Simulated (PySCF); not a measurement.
F7Re, singlet, geometry from GFN2-xTB (such geometries of metal compounds can be far from the true shape) (core potentials on Re). Base run: DF-CAMB3LYP/def2-SVP (PySCF).

Input for PySCF:
```python
from pyscf import gto, scf, dft

mol = gto.M(
    atom='''
Re    0.00000000    0.00000000    0.00000000
F     0.26548101    1.80612236   -0.29229660
F     0.04380752   -0.28931968   -1.74793913
F    -0.04380752    0.28931968    1.74793913
F    -1.65749255    0.80027314   -0.17400229
F     0.86031045   -1.61084100    0.28818856
F    -1.28986775   -1.31152636    0.18475728
F     1.82156884    0.31597187   -0.00664695
''',
    basis='def2-svp',
    ecp={'Re': 'def2-svp'},
    verbose=3,
)

mf = dft.RKS(mol)
mf.xc = 'camb3lyp'
mf = mf.density_fit(auxbasis='def2-universal-jkfit')
mf.kernel()
mf.analyze()
```

The base run was repeated with changes; each row names its change, and settings that it needs were set with it.

```
change                                     ΔE vs base (µEh)  grid points  electrons on the grid                outcome
-----------------------------------------  ----------------  -----------  ---------------------  ---------------------
base                                                    0.0       124144               77.99997              converged
grids.level = 2                                         128        96824               77.99977              converged
small_rho_cutoff = 0                                    0.0       124144               77.99997              converged
grids.atom_grid = (30, 110)                             103        19656               77.99999              converged
grids.becke_scheme = stratmann                         10.3       124144               77.99996              converged
grids.level = 7                                       -11.4       722336               78.00000              converged
grids.radi_method = mura_knowles                       -0.2       117416               77.99997              converged
grids.level = 5                                       -11.0       358504               78.00000              converged
grids.radi_method = gauss_chebyshev                    -0.4       120880               77.99997              converged
grids.prune = dft.gen_grid.sg1_prune                      -            -                      -  stopped with an error
grids.prune = dft.gen_grid.treutler_prune               2.8       110000               77.99997              converged
```

- grids.prune = dft.gen_grid.sg1_prune: ended with `IndexError: index 75 is out of bounds for axis 0 with size 19`
